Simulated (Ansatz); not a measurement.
Species: C$_{2}$H$_{2}$BN, SMILES `B=CC#N` (charge 0, multiplicity 1).

Task: Give a relaxed geometry from B3LYP-D3(BJ)/def2-TZVP (Ansatz, a program for electronic structure).

Result: the end point of this relaxation (outside a Z-matrix the atoms follow the SMILES, hydrogens last).
Cartesian coordinates (Å) in one orientation:
```xyz
6

B      1.227    -0.244    -0.110
C      0.019     0.412    -0.293
C     -1.253    -0.188    -0.153
N     -2.291    -0.681    -0.039
H      2.261    -0.766     0.036
H      0.037     1.467    -0.563
```
